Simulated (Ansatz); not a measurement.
Two isomers of C3H8SSi: A = `C=CC([SiH3])S`, B = `CC[SiH2]C=S`.

Gas-phase electronic energies from Ansatz, PBE0-D4/def2-TZVP geometries. CBS: MP2 limit from def2 TZ/QZ plus the TZ coupled-cluster correction, frozen cores. Functionals use def2-TZVPP. B3LYP here is the variant with VWN-RPA as its local correlation; programs differ in this. Each species was taken in one conformer, which may not be the lowest.

A:

```xyz
13

C    -1.023    0.065   -1.820
C    -0.888   -0.012   -0.501
C     0.350   -0.456    0.193
Si    1.098    0.995    1.161
S     0.028   -1.796    1.376
H    -0.216   -0.214   -2.490
H    -1.943    0.413   -2.272
H    -1.718    0.262    0.147
H     1.098   -0.785   -0.534
H     1.600    1.993    0.183
H     0.046    1.609    2.010
H     2.216    0.520    2.016
H    -0.648   -2.596    0.532
```

B:

Z-matrix (Å, degrees):
```
C
C 1 1.526
H 1 1.092 2 111.2
H 1 1.093 2 111.2 3 -119.7
H 1 1.093 2 111.5 3 120.2
Si 2 1.866 1 114.0 3 -61.6
H 2 1.095 1 110.4 3 59.8
H 2 1.096 1 110.6 3 177.2
C 6 1.887 2 112.2 1 70.2
H 6 1.491 2 112.0 1 -170.8
H 6 1.492 2 111.6 1 -50.0
S 9 1.613 6 124.2 2 10.5
H 9 1.095 6 117.7 2 -170.7
```

Task: Which isomer does CCSD(T)/CBS put lower? Give the gap. (Estimate.)

Result: The calculation gave: B, by 24.5 kJ/mol.

Task: Give E(B) − E(A) in kJ/mol with CCSD(T)/def2-TZVPP, B3LYP, CCSD/def2-TZVPP, B3LYP-D4, r2SCAN-D4, PBE-D4, MP2/def2-TZVPP. (An estimate is asked.)

Result: Computed: CCSD(T)/def2-TZVPP -25.5, B3LYP -24.8, CCSD/def2-TZVPP -23.5, B3LYP-D4 -22.5, r2SCAN-D4 -23.4, PBE-D4 -24.2, MP2/def2-TZVPP -24.2. None reverses the order clearly.

Task: Does the order hold for the free energy at 298.15 K (harmonic terms from PBE0-D4)? (Estimate.)

Result: The calculation gave: Yes: G(B) − G(A) = -15.1 kJ/mol, for one conformer each.

Largest T1 diagnostic: 0.013.

In def2-TZVPP, CCSD(T) changes the Hartree–Fock value by −10.3 kJ/mol (the triples alone add −2.0 kJ/mol) and MP2 by −9.0 kJ/mol. From BLYP to BHLYP (50 % exact exchange), in def2-TZVPP and without D4, E(B) − E(A) moves by +6.8 kJ/mol.
